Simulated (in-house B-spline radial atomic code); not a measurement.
Results of a calculation; reference values are marked as such.
Stopping of slow ions oscillates with Z: Cu to Ru at r_s = 2.4

A nucleus sits in a uniform electron gas with a rigid positive background. The Kohn-Sham equations are solved self-consistently in the spin-unpolarised LDA (PW92), non-relativistic, on B-splines with outgoing waves at the boundary and partial waves to l = 8. The model has no lattice, no bands and no magnetic solution. Atomic units; δ_l are the phase shifts at the Fermi level, counted so that each bound state adds π, and good to about 0.0005.

The density parameter is r_s = 2.4 bohr, near that of the valence electrons of In (3 per atom, density 7.31 g/cm³, mass 114.82 u, which gives r_s = 2.41). The friction coefficient Q = n k_F σ_tr gives dE/dx = Q v for slow ions. Some elements are left out of the table, so an extreme may lie at one of them.

| ion | δ0/π | δ1/π | δ2/π | δ3/π | σ_tr (bohr²) | Q (a.u.) |
| --- | --- | --- | --- | --- | --- | --- |
| Cu | 3.088 | 2.146 | 0.986 | 0.005 | 10.00 | 0.1381 |
| Zn | 3.166 | 2.225 | 1.018 | 0.008 | 15.16 | 0.2093 |
| Ga | 3.245 | 2.319 | 1.043 | 0.010 | 24.62 | 0.3401 |
| Ge | 3.319 | 2.419 | 1.065 | 0.011 | 35.23 | 0.4866 |
| As | 3.390 | 2.518 | 1.089 | 0.013 | 43.79 | 0.6047 |
| Se | 3.459 | 2.611 | 1.118 | 0.015 | 49.51 | 0.6838 |
| Br | 3.526 | 2.692 | 1.155 | 0.015 | 54.39 | 0.7511 |
| Kr | 3.590 | 2.762 | 1.201 | 0.014 | 61.36 | 0.8473 |
| Rb | 3.649 | 2.819 | 1.260 | 0.012 | 72.25 | 0.9978 |
| Sr | 3.698 | 2.862 | 1.329 | 0.009 | 85.92 | 1.1865 |
| Zr | 3.766 | 2.916 | 1.492 | 0.003 | 100.01 | 1.3811 |
| Nb | 3.791 | 2.933 | 1.579 | 0.002 | 90.85 | 1.2546 |
| Mo | 3.814 | 2.949 | 1.665 | 0.001 | 71.92 | 0.9932 |
| Tc | 3.839 | 2.966 | 1.747 | 0.002 | 49.34 | 0.6814 |
| Ru | 3.869 | 2.990 | 1.823 | 0.004 | 29.74 | 0.4106 |

**Question.** Where are the largest and smallest frictions, and what do the phase shifts say there?

**Answer.** Largest: Zr, Q = 1.3811; smallest: Cu, Q = 0.1381, a ratio of 10.0. For the largest δ2/π = 1.49: the d resonance is about half filled and sits at the Fermi level, where it scatters most. For the smallest, which lies at the edge of the table, the differences δ_l − δ_(l+1), measured from the nearest multiple of π, are 0.06π, 0.16π, 0.02π; σ_tr grows with the sines of these.

**Question.** At equal speed, Lindhard and Scharff's formula, with silicon as an example target, scales as Z^(7/6)/(Z^(2/3) + 14^(2/3))^(3/2). How does its rise from the first ion to the last compare?

**Answer.** It rises smoothly by 1.0585/0.8537 = 1.24, while Q changes by 0.411/0.138 = 2.97. The statistical formula averages over shells, so it can't show the oscillation.
